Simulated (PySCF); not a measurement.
## Do core-level shifts follow atomic charges?

C3H9Al2Cl2FSi.
Bonds: C1–C2 (double), C2–F3, C2–Si4, Si4–C5, C5–Al6, Al6–Cl7, Cl7–Al8, Al8–Cl9, Al6–Cl9. Hydrogens: H10, H11 on C1; H12, H13 on Si4; H14, H15 on C5; H16 on Al6; H17, H18 on Al8.

Binding energies: PySCF, delta-SCF UKS SCAN, pcX-2 on the ionised atom, pcseg-1 elsewhere, spin-free X2C. Charges: PBE0/pcSseg-1 ground-state density, for the ionised atom.

```tsv
atom	environment	C 1s (eV)	Mulliken (e)	IAO (e)	Hirshfeld (e)	ESP (e)
C5	sp3 carbon bound to silicon	289.65	-0.926	-0.921	-0.314	-0.335
C1	terminal =CH2 carbon	290.31	-0.219	-0.352	-0.122	-0.535
C2	vinylic C–F carbon	292.26	-0.048	+0.027	-0.008	+0.141
```

Task: Give the correlation coefficient and slope of binding energy on charge for each scheme.

Result: IAO: r = 0.92, slope 2.6 eV per e; Hirshfeld: r = 0.91, slope 8.0 eV per e; ESP: r = 0.86, slope 3.4 eV per e; Mulliken: r = 0.82, slope 2.4 eV per e. On 3 points no scheme stands out.

Task: The point-charge model writes a binding energy as kq + V + constant, with V the potential of the other atoms' charges at the site. What does it give with the Mulliken charges?

Result: V = Σ 14.40 eV Å × q/r over all other atoms: +11.86 eV at C5, +2.93 eV at C1, -0.84 eV at C2. Fitting binding energy − V to q gives k = 16.3 eV per e and leaves an rms residual of 1.22 eV, against 0.64 eV for the fit on q alone. The model has no term for differences in relaxation between sites.

The structure is a single PBE0-D3(BJ)/def2-SVP conformer in the gas phase; no vibrational or solvent corrections.

Shape of the structure used: `[CH2:1]=[C:2]([F:3])[SiH2:4][CH2:5][AlH-:6]1[Cl+:7][AlH2-:8][Cl+:9]1`: C1–C2–Si4–C5 124°, C2–Si4–C5–Al6 168°, Si4–C5–Al6–Cl7 57°.
